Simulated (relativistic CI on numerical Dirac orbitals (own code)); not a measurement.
One change at a time: Lu18+

Base calculation: Dirac-Coulomb-Breit CI, orbitals from a KLI potential per configuration, a model potential for QED, unscaled Slater integrals.

Configuration list (outside the closed core [Ar] 3d10 4d10): 4s2.4p6.4f7, 4s2.4p6.4f6.5s, 4s2.4p6.4f5.5s2, 4s2.4p6.4f5.5s.5p, 4s2.4p6.4f6.5p, 4s2.4p6.4f6.6s, 4s2.4p5.4f8, 4s2.4p6.4f6.7s, 4s.4p6.4f8, 4p6.4f9. Levels of other configurations are missing.

Variants: (1) only the first configuration; (2) non-relativistic limit. Shifts of the energy above 4s2.4p6.4f7 8S°_7/2, in cm⁻¹, for the lowest level and the first level of each name with at least 55 % of one term (blank where a level changes its place among those of its configuration and J or its character, or is not in the variant):

```csv
Level,Base,Δ(1),Δ(2)
4s2.4p6.4f7 8S°_7/2,0.0,0.0,0.0
4s2.4p6.4f7 6P°_5/2,62767.9,+1243.8,+4875.8
4s2.4p6.4f7 6P°_3/2,65290.4,+1206.9,+2353.3
4s2.4p6.4f7 6I°_7/2,67282.1,+879.9,+4778.8
4s2.4p6.4f7 6I°_9/2,69093.9,+845.0,+2966.9
4s2.4p6.4f7 6I°_17/2,69178.5,+771.4,+2882.3
4s2.4p6.4f7 6I°_11/2,70477.4,+807.2,+1583.5
4s2.4p6.4f7 6I°_15/2,70976.7,+761.8,+1084.2
4s2.4p6.4f7 6I°_13/2,71150.7,+785.7,+910.2
4s2.4p6.4f7 6D°_9/2,76937.1,+1473.5,+3128.7
4s2.4p6.4f7 6D°_7/2,81261.0,+1393.3,-1195.2
4s2.4p6.4f7 6D°_1/2,81661.4,+1422.5,-1595.6
4s2.4p6.4f7 6D°_3/2,82732.2,+1395.5,-2666.5
4s2.4p6.4f7 6D°_5/2,83060.7,+1370.6,-2994.9
```

At this charge energies of transitions that change n are usually good to better than 1 %, and those within a shell (Δn = 0) to a few per cent. Terms inside the open d or f shell come out 10 to 20 % too wide with unscaled integrals.

Ionisation energy from the two ground configurations alone: base 453.605 eV. The NIST ASD value (theoretical) is 476 eV. The gap of more than 2 % comes from missing correlation, or from a tabulated value that is itself an estimate.

LS names give the leading component of a level, which can be under half, so a name can repeat, a term be missing and a line seem to break the LS rules.
